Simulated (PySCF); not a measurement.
A run for PySCF: R-MP2/6-31G* on HCl (SMILES Cl) with ghost functions, monomers drawn apart or pushed together.

```python
from pyscf import gto, scf, dft, mp
from pyscf.data.elements import chemcore

mol = gto.M(
    atom='''
    Cl    0.24084967    0.21108879    0.53839579
    H     0.54917045    0.09146556    1.79286712
    ghost-C    1.10134236   -0.53501764    4.29928747
    ghost-C    0.19246890    0.42453716    4.45315046
    ghost-C   -1.28711027    0.21776138    4.45508775
    ghost-H    0.81287195   -1.57284374    4.17381494
    ghost-H    2.16185088   -0.31860169    4.30889621
    ghost-H    0.53267565    1.44895498    4.58093473
    ghost-H   -1.75916217    0.79159128    3.65285656
    ghost-H   -1.54566032   -0.83321113    4.32286142
    ghost-H   -1.72499737    0.56767610    5.39379355
    ''',
    basis='6-31g*',
    cart=True,
    charge=0, spin=0, verbose=3, max_memory=1800)
mf = scf.RHF(mol)
mf.conv_tol = 1e-8
mf.max_cycle = 100
mf.kernel()
if not mf.converged:
    mf = mf.newton().run(mf.mo_coeff, mf.mo_occ)
pt = mp.MP2(mf, frozen=chemcore(mol)).run()
```

Program output:

```
converged SCF energy = -460.059603285091
E(RMP2) = -460.192612146982  E_corr = -0.133008861890631
E(SCS-RMP2) = -460.191374695592  E_corr = -0.131771410500447
```

Self-consistency was reached.

Cost: around 0.7 core-seconds (rough).
